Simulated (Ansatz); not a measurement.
A structure relaxed at PBE0-D4/def2-TZVP, charge 0, multiplicity 1:

```xyz
7

C    -0.9257   -0.5802    0.1319
Y     1.1774    0.3771   -0.1748
F     1.8208    0.3516   -2.0493
Cl    1.8631    2.0564    1.4999
H    -1.7055    0.1944    0.1558
H    -1.2183   -1.2876   -0.6536
H    -1.0119   -1.1116    1.0901
```

(1) Give its formula and SMILES.

(2) Summarise the bond lengths by kind.

Results:

(1) CH3ClFY, `[CH3][Y]([F])[Cl]`.

(2) 1 × C–Y 2.331 Å; 3 × C–H 1.097 to 1.099 Å; 1 × F–Y 1.982 Å; 1 × Cl–Y 2.469 Å.

All numbers were calculated with Ansatz.
